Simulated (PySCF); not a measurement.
How methods differ on the excitation energy of C²⁺

C²⁺ [He] 2s2 (1S) → C²⁺ [He] 2s1 3d1 (3D), as a difference of total energies. Computed with PySCF 2.14 in dyall-acv3z, with scalar relativity by spin-free X2C-1e. Correlated levels: valence: 1s2 frozen; valence and next inner shell: nothing frozen; virtual orbitals above 40 to 60 times the deepest correlated orbital energy dropped. The calculations carry no spin-orbit coupling.

| method | excitation energy (eV) |
| --- | --- |
| UHF | 31.734 |
| LDA | 31.822 |
| PBE | 31.741 |
| PBE0 | 31.968 |
| r2SCAN | 31.755 |
| HSE06 | 31.952 |
| BLYP | 31.852 |
| B97-3 | 32.095 |
| M06 | 31.726 |
| MP2 (valence) | 32.828 |
| SCS-MP2 (valence) | 33.165 |
| MP2 (valence and next inner shell) | 32.895 |
| SCS-MP2 (valence and next inner shell) | 33.224 |

How much does correlation contribute at MP2 (valence and next inner shell)?

32.895 − (31.734) = 1.161 eV, measured against UHF.

The promoted electron is Rydberg-like, and one or two diffuse shells describe it only roughly, which tends to raise the upper state.
